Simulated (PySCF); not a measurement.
SMILES [Ge]([CH3])([CH3])([CH2][SiH](Cl)Cl)[CH3] (GFN2-xTB optimised geometry):

```
20

Si     0.521     1.400     0.000
Cl    -0.089     0.536    -1.718
Cl    -0.099     3.328     0.000
C     -0.222     0.478     1.469
Ge    -0.070    -1.523     1.365
C     -1.535    -2.245     0.241
C      1.699    -2.021     0.617
C     -0.234    -2.226     3.220
H      1.979     1.400     0.000
H     -1.279     0.724     1.573
H      0.263     0.811     2.386
H     -1.475    -3.328     0.195
H     -2.504    -1.977     0.652
H     -1.474    -1.858    -0.770
H      2.504    -1.547     1.171
H      1.843    -3.096     0.669
H      1.775    -1.719    -0.423
H      0.575    -1.859     3.844
H     -0.195    -3.312     3.221
H     -1.174    -1.922     3.670
```

Computed with B3LYP/def2-SVP in PySCF 2.14.0.

Q: What are the frontier orbital energies and the dipole moment?

A: HOMO-2 -8.05 eV, HOMO-1 -8.02 eV, HOMO -7.72 eV, LUMO 0.90 eV, LUMO+1 1.05 eV; dipole moment 1.99 D.

On the same geometry PySCF with PBE/def2-SVP gives HOMO-2 -7.02 eV, HOMO-1 -7.01 eV, HOMO -6.72 eV, LUMO 0.15 eV, LUMO+1 0.30 eV; dipole moment 2.01 D.

Meta-Löwdin charges at B3LYP/def2-SVP: Si1 0.83, Cl2 -0.27, Cl3 -0.27, C4 -0.62, Ge5 0.77, C6 -0.50, C7 -0.50, C8 -0.50, H9 -0.12, H10 0.12, H11 0.12, H12 0.10, H13 0.10, H14 0.11, H15 0.10, H16 0.11, H17 0.11, H18 0.10, H19 0.10, H20 0.10.
